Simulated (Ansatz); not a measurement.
`[CH3][Ga]([F])[I]` + H–F → `[F][Ga]([F])[I]` + CH₄  (ligand exchange at a Ga–C bond)

Gas-phase electronic energies from Ansatz, PBE0-D4/def2-TZVP geometries. CCSD(T)/CBS is the MP2 limit (def2-TZVPP, def2-QZVPP) plus CCSD(T) − MP2 in def2-TZVPP, frozen cores. This one scheme is used for every species. DFT in def2-TZVPP. def2 core potentials past Kr. For Ga, I outer-core shells are correlated without core-valence functions, which leaves a few kJ/mol of doubt a bond. Scalar relativity is left out up to krypton.

```tsv
level	ΔE (eV)
B2PLYP	-0.84
HF/def2-QZVPP	-1.01
HF/CBS(def2)	-1.01
MP2/CBS(def2)	-0.64
```

(1) What does CCSD(T)/CBS give? (Estimate.)

Largest T1 diagnostic among the species: 0.013.

Answers

(1) The calculation gave: -0.67 eV. The listed levels differ from it by -0.17, -0.34, -0.34, 0.03 eV.

From r2SCAN to r2SCAN0 (25 % exact exchange), in def2-TZVPP and without D4, ΔE moves by +0.04 eV. The D4 term adds +0.05 eV with B3LYP and +0.03 eV with PBE0; it sums over pairs of atoms, weighted by their polarisabilities, and B3LYP, whose exchange is more repulsive, gets the larger term. At CCSD(T), def2-SVP lies −0.34 eV from the extrapolated value and def2-TZVPP −0.10 eV.

B3LYP here is the variant with VWN-RPA as its local correlation; programs differ in this.
